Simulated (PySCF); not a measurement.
Mapped SMILES: `[F:1][C@@H:2]1[CH2:3][C@@H:4]([F:5])[O:6][C:7]([F:8])([F:9])[O:10]1`. Hydrogens are named by the atom that carries them.

PySCF 2.14.0 with density-fitted response routines calculation with geometry from GFN2-xTB and shieldings: GIAO PBE0/pcSseg-1; no relativistic terms, rapidly exchanging positions averaged, a single conformation, no solvent.

**Question.** Predict the 2D correlation tables (HSQC, COSY, HMBC).

**Answer.** 

HSQC (one-bond C–H):
```csv
δH,δC
6.33 (H(C2)/H(C4)),109.4 (C2/C4)
2.22 (H(C3)),37.8 (C3)
```

COSY cross peaks (H two or three bonds apart, from the bond graph; peaks can be absent where the dihedral angle is near 90°):
```csv
δH,δH
6.33 (H(C2)/H(C4)),2.22 (H(C3))
```

HMBC (two and three bonds, from the bond graph):
```csv
δH,δC
6.33 (H(C2)/H(C4)),"128.7 (C7), 109.4 (C2/C4), 37.8 (C3)"
2.22 (H(C3)),109.4 (C2/C4)
```

Referencing at the same level of theory: ¹H and ¹³C against TMS.

Shifts are as computed. Against solution values, carbons near 30 ppm lie about +3 ppm off and those near 130 ppm about +5 ppm. Of 1309 compounds with measured shifts, 239 miss one by over three times the rms of a fit or turn the order of signals round; such compounds aren't used in these exercises.
